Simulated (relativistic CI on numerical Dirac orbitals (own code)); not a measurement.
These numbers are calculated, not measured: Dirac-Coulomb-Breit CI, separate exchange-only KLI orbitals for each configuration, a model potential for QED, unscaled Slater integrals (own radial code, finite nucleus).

CI space (outside the closed core [Ne]): 3s2.3p6.3d10, 3s2.3p6.3d9.4s, 3s2.3p6.3d9.4p, 3s2.3p6.3d8.4s2, 3s2.3p6.3d9.4d, 3s2.3p6.3d8.4s.4p, 3s2.3p6.3d9.5s, 3s2.3p6.3d8.4p2, 3s2.3p6.3d9.4f, 3s2.3p6.3d9.5p, 3s2.3p6.3d8.4s.4d, 3s2.3p6.3d9.5d, 3s2.3p6.3d8.4p.4d, 3s2.3p6.3d9.6s, 3s2.3p6.3d9.5f, 3s2.3p6.3d9.6p, 3s2.3p6.3d9.5g, 3s2.3p6.3d9.6d, 3s2.3p5.3d10.4s, 3s2.3p6.3d8.4d2, 3s2.3p5.3d9.4s2, 3s2.3p5.3d10.4p, 3s2.3p5.3d9.4s.4p, 3s2.3p5.3d9.4p2, 3s2.3p5.3d10.4d, 3s2.3p5.3d9.4s.4d, 3s.3p6.3d10.4s, 3s2.3p5.3d10.5s, 3s2.3p5.3d10.4f, 3s2.3p5.3d10.5p, 3s.3p6.3d10.4p, 3s2.3p5.3d10.5d, 3s2.3p5.3d10.6s, 3s2.3p5.3d10.5f, 3s2.3p5.3d10.6p, 3s2.3p5.3d10.5g. Levels of other configurations are missing.

At this charge configurations can still be misplaced by up to about 7 % of their energy.

Outline of the computed level scheme of Kr IX. Lowest level of each configuration: 3s2.3p6.3d10 1S_0 at 0.000 eV; 3s2.3p6.3d9.4s 3D_3 at 84.996 eV; 3s2.3p6.3d9.4p 3P°_2 at 103.136 eV; 3s2.3p6.3d9.4d 3S_1 at 132.815 eV; 3s2.3p6.3d9.5s 3D_3 at 154.144 eV; 3s2.3p6.3d9.4f 3P°_0 at 160.052 eV.

Some strong electric-dipole decays among the lowest 45 levels: 3s2.3p6.3d9.4p 1P°_1 → 3s2.3p6.3d10 1S_0 (8.0e+10 s⁻¹); 3s2.3p6.3d9.4d 3G_5 → 3s2.3p6.3d9.4p 3F°_4 (2.2e+10 s⁻¹); 3s2.3p6.3d9.4f 3H°_6 → 3s2.3p6.3d9.4d 3G_5 (2.2e+10 s⁻¹); 3s2.3p6.3d9.4d 3G_4 → 3s2.3p6.3d9.4p 3F°_3 (2.1e+10 s⁻¹); 3s2.3p6.3d9.4p 3D°_1 → 3s2.3p6.3d10 1S_0 (2.1e+10 s⁻¹); 3s2.3p6.3d9.4f 3H°_5 → 3s2.3p6.3d9.4d 3G_4 (2.1e+10 s⁻¹); 3s2.3p6.3d9.4d 3F_4 → 3s2.3p6.3d9.4p 3D°_3 (2.1e+10 s⁻¹); 3s2.3p6.3d9.4d 3P_2 → 3s2.3p6.3d9.4p 3P°_2 (1.6e+10 s⁻¹).

LS names give the leading component of a level, which can be under half, so a name can repeat, a term be missing and a line seem to break the LS rules.
